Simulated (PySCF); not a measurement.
## Two-photon absorption: `Clc1ccn(C[Se-])c1`, [C5H5ClNSe]-, charge -1

Geometry:
```json
{"atom": "Cl1", "x (Å)": "3.211", "y (Å)": "-1.147", "z (Å)": "-0.651"}
{"atom": "C2", "x (Å)": "1.715", "y (Å)": "-0.381", "z (Å)": "-0.283"}
{"atom": "C3", "x (Å)": "1.555", "y (Å)": "0.927", "z (Å)": "0.204"}
{"atom": "C4", "x (Å)": "0.202", "y (Å)": "1.113", "z (Å)": "0.329"}
{"atom": "N5", "x (Å)": "-0.442", "y (Å)": "-0.008", "z (Å)": "-0.066"}
{"atom": "C6", "x (Å)": "-1.853", "y (Å)": "-0.197", "z (Å)": "-0.052"}
{"atom": "Se7", "x (Å)": "-2.547", "y (Å)": "-0.903", "z (Å)": "1.644"}
{"atom": "C8", "x (Å)": "0.470", "y (Å)": "-0.937", "z (Å)": "-0.438"}
{"atom": "H9", "x (Å)": "2.334", "y (Å)": "1.627", "z (Å)": "0.434"}
{"atom": "H10", "x (Å)": "-0.345", "y (Å)": "1.966", "z (Å)": "0.682"}
{"atom": "H11", "x (Å)": "-2.350", "y (Å)": "0.761", "z (Å)": "-0.222"}
{"atom": "H12", "x (Å)": "-2.136", "y (Å)": "-0.905", "z (Å)": "-0.833"}
{"atom": "H13", "x (Å)": "0.181", "y (Å)": "-1.916", "z (Å)": "-0.765"}
```

Total charge -1.

Theory: TDDFT CAM-B3LYP/def2-SVPD excited states, vertical, gas phase (PySCF 2.14.0). Geometry: GFN2-xTB.

The calculation is non-relativistic, which matters for the atoms heavier than Zn. For a gas-phase anion, states above the detachment energy (about 1.8 eV, taken as minus the energy of the highest occupied orbital) lie in the continuum and depend on the basis.

Task: How strongly do the lowest singlets absorb one photon, and two photons of half the energy?

Result: δ for parallel linear polarisation; σ at the peak of a Lorentzian of half width 0.1 eV, single beam; Ω is circular over linear.
```
state  E (eV)      f  photon λ (nm)  δ (au)  σ (GM)     Ω                                    main
   S1    3.67  0.003            676     180    0.89  1.50      HOMO→LUMO+2 0.74, HOMO→LUMO+1 0.10
   S2    3.79  0.003            655     190    1.00  1.39  HOMO−1→LUMO+2 0.74, HOMO−1→LUMO+3 0.10
   S3    3.90  0.027            637    77.8    0.43  1.47      HOMO→LUMO+1 0.53, HOMO→LUMO+3 0.32
   S4    4.04  0.067            614     228    1.36  1.49  HOMO−1→LUMO+1 0.55, HOMO−1→LUMO+3 0.31
   S5    4.34  0.058            572     109    0.75  1.50      HOMO→LUMO+3 0.24, HOMO→LUMO+5 0.21
```

Among these, the strongest one-photon state is S4, the strongest two-photon state S4.
